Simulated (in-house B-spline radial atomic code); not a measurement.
# OEP/ALDAx excitations of F VI (F5+)

Method: OEP/ALDAx. Computed with a B-spline radial code for spherical atoms: linear response of the closed shell [He] 2s2 with the adiabatic LDA exchange kernel on the exchange-only optimised effective potential; non-relativistic, point nucleus, no spin-orbit coupling, no double excitations, S, P, D and F terms only.

Command:
```bash
python run_td.py task.json out
```
Settings (radii: box in bohr, nucleus in fm):
```
Z                        9
electrons                4
configuration            [He] 2s2
hamiltonian              nr
method                   oep
box_radius               16.35
intervals                66
```

Cost of the run: 0.1 s on 1 thread of Arm Neoverse V1, on a shared host.

The lowest states, in the order of their Tamm-Dancoff energies; the method's threshold (minus the highest occupied level) is 154.17 eV. Labels give the largest channel, * marks a mixed state, and oscillator strengths are full-response dipole values. Semilocal kernels can invert the small singlet-triplet splittings of Rydberg terms. Energies in eV:

| state | full response | Tamm-Dancoff | oscillator strength |
| --- | --- | --- | --- |
| 2s → 2p 3P | 9.704 | 11.001 | - |
| 2s → 2p 1P | 22.292 | 23.525 | 0.441 |
| 2s → 3s 3S | 90.01 | 90.03 | - |
| 2s → 3s 1S | 92.66 | 92.69 | - |
| 2s → 3p 3P | 94.45 | 94.48 | - |
| 2s → 3p 1P | 95.43 | 95.44 | 0.46 |
| 2s → 3d 3D | 96.77 | 96.81 | - |
| 2s → 3d 1D | 98.75 | 98.75 | - |
| 2s → 4s 3S | 119.75 | 119.75 | - |
| 2s → 4s 1S | ? | ? | - |
| 2s → 4p 3P | 121.52 | 121.53 | - |
| 2s → 4p 1P | 121.85 | 121.85 | 0.133 |
| 2s → 4d 3D | 122.51 | 122.52 | - |
| 2s → 4f 3F | 123.11 | 123.11 | - |
| 2s → 4d 1D | 123.18 | 123.18 | - |
| 2s → 4f 1F | ? | ? | - |

**Question.** Where does 2s → 4s 1S lie?

**Answer.** At 120.58 eV in full response, 120.59 eV in Tamm-Dancoff.

**Question.** Where does 2s → 4f 1F lie?

**Answer.** At 123.21 eV in full response, 123.21 eV in Tamm-Dancoff.

**Question.** How large is the singlet-triplet splitting of 2s → 2p (P terms) in Tamm-Dancoff?

**Answer.** 12.5 eV, from the unrounded values.

**Question.** What polarisabilities and dispersion coefficient does the method give?

**Answer.** Dipole 0.7186 bohr³, quadrupole 0.211 bohr⁵, C6 0.3606 hartree·bohr⁶ for two such species.
